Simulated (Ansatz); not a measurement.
System: ZnCl, charge 0, multiplicity 2. The spin state was set by rule; other spins were not relaxed. 
Coordinates optimised at B3LYP-D3(BJ)/def2-TZVP (Ansatz, a program for electronic structure):
```
Zn
Cl 1 2.1865
```
Charge 0, spin multiplicity 2.

Dipole moments at this geometry, in debye (magnitudes).

```tsv
level	program	dipole (D)
SVWN5/def2-TZVPD	Ansatz	2.65
BLYP/def2-TZVPD	Ansatz	2.66
revPBE/def2-TZVPD	Ansatz	2.69
B97M-V/def2-TZVPD	Ansatz	2.92
B3LYP/def2-TZVPD	Ansatz	2.92
PBE0/def2-TZVPD	Ansatz	?
r2SCAN0/def2-TZVPD	Ansatz	3.06
HSE06/def2-TZVPD	Ansatz	2.95
CAM-B3LYP/def2-TZVPD	Ansatz	3.05
LC-wPBE/def2-TZVPD	Ansatz	3.09
wB97M-V/def2-TZVPD	Ansatz	2.96
wB97X-V/def2-TZVPD	Ansatz	3.09
CCSD(T)/def2-SVPD	Ansatz	?
```

**Question.** What belongs in the gaps?

**Answer.** 
- PBE0/def2-TZVPD, dipole (D): 2.96
- CCSD(T)/def2-SVPD, dipole (D): 3.14
